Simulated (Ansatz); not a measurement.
# Abstraction of F: Mg(CH3)F + C3H8B → CH3Mg + C3H8BF

Species: Mg(CH3)F, singlet; C3H8B `C[B]CC`, doublet; CH3Mg `[CH3][Mg]`, doublet; C3H8BF `CCB(C)F`, singlet. A radical takes F: the energy is the difference in strength between the Mg–F bond broken and the B–F bond made.

Shapes, held fixed at every level: PBE0-D4/def2-TZVP. Flexible molecules stand in one conformer, not always the lowest. Programs: Ansatz 0.2.0. The zero-point and thermal change to 298 K, harmonic and unscaled (PBE0-D4/def2-TZVP), is +5.7 kJ/mol.

Problem. Estimate ΔH(298 K) of this reaction.

Solution. The highest level, CCSD(T)/def2-TZVPP, gives ΔH(298 K) = -123.1 kJ/mol; the levels span -123.5 to -116.5. The column of differences is taken from that level and isn't an error. No measured value is set beside it here. Open shells run unrestricted. Outer-core shells of Mg are correlated in most correlated rows, in sets that cover them unevenly.

```
              level                    kind  ΔH(298 K) (kJ/mol)  less CCSD(T)/def2-TZVPP
       MP2/def2-SVP     perturbation theory              -120.0                     +3.1
  PBE-D4/def2-TZVPP                     GGA              -121.3                     +1.8
B3LYP-D4/def2-TZVPP           global hybrid              -119.1                     +4.0
 wB97X-V/def2-TZVPP  range-separated hybrid              -116.9                     +6.2
  B2PLYP/def2-TZVPP           double hybrid              -116.5                     +6.6
   CCSD(T)/def2-SVP   coupled cluster or CI              -123.5                     -0.4
 CCSD(T)/def2-TZVPP   coupled cluster or CI              -123.1                      0.0
```
